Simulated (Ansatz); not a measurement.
The cluster Si₃Se₄⁺ was relaxed with PBE-D4 (def2-SVP) in Ansatz in these states: charge +1 doublet, charge +1 quartet. The geometries follow in no particular order.

A:

Cartesian coordinates in Å:
```
Si 1.6293 -0.5495 0.4149
Si -0.2057 0.9897 -1.4514
Si -1.3763 -0.9585 0.5626
Se 0.1301 -1.4268 -1.3049
Se -2.1483 1.1361 -0.1492
Se 0.2280 -0.8568 2.2675
Se 1.7428 1.6658 -0.3397
```

B:

```xyz
7

Si    1.2766    2.2360    0.0563
Si   -0.4477   -1.1534   -1.1190
Si    0.0709   -0.1336    1.7039
Se    1.5841   -0.2959   -0.1626
Se   -1.8407   -0.9792    0.6509
Se   -0.0217    2.1871    1.9392
Se   -0.6214   -1.8610   -3.0688
```

Task: Judge from the bond lengths which geometry belongs to which state (an estimate).

Result: A is the charge +1 quartet (Si2–Se7 2.343 Å, Si1–Se4 2.444 Å, Si2–Se5 2.343 Å); B is the charge +1 doublet (Si2–Se7 2.081 Å, Si1–Se4 2.560 Å, Si2–Se5 2.259 Å).

At PBE0-D4/def2-TZVP a doublet lies 0.06 eV below the charge +1 quartet. These are the stationary points nearest to one start from a short search; other shapes may lie lower in each state.
